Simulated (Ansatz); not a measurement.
CH5ClO2Si, SMILES `CO[SiH](O)Cl`, relaxed with RKS PBE0-D4/def2-TZVP in the Gaussian-basis code of Ansatz from a GFN2-xTB geometry. The force threshold is 0.005 eV/Å; the program also tests the step.

Total charge 0; spin multiplicity 1.

Start:

```xyz
10

C    -0.541   -0.888   -1.284
O    -0.856    0.033   -0.278
Si    0.017    0.485    0.995
O     1.504    0.885    0.474
Cl   -0.971    2.067    1.713
H    -1.234   -0.728   -2.110
H     0.483   -0.747   -1.631
H    -0.653   -1.907   -0.907
H     0.120   -0.552    2.011
H     2.133    1.352    1.017
```

(1) By how much does the energy fall, and how many steps does the optimiser take? (Best estimate.)

(2) Which bonds change most? (Estimate.)

(3) Give the relaxed structure. (Best estimate.)

Results:

(1) Ansatz gave: 5.33 kJ/mol, in 15 steps, 1 of them rejected.

(2) Computed: Si3–Cl5 from 1.998 to 2.041 Å; Si3–H9 from 1.455 to 1.479 Å; C1–O2 from 1.400 to 1.414 Å; O2–Si3 from 1.608 to 1.617 Å.

(3) Computed: 
```xyz
10

C    -0.522   -0.877   -1.286
O    -0.887    0.112   -0.345
Si   -0.011    0.520    0.952
O     1.496    0.885    0.447
Cl   -0.923    2.135    1.804
H    -1.305   -0.924   -2.043
H     0.426   -0.627   -1.771
H    -0.432   -1.861   -0.815
H     0.020   -0.554    1.968
H     2.138    1.191    1.088
```
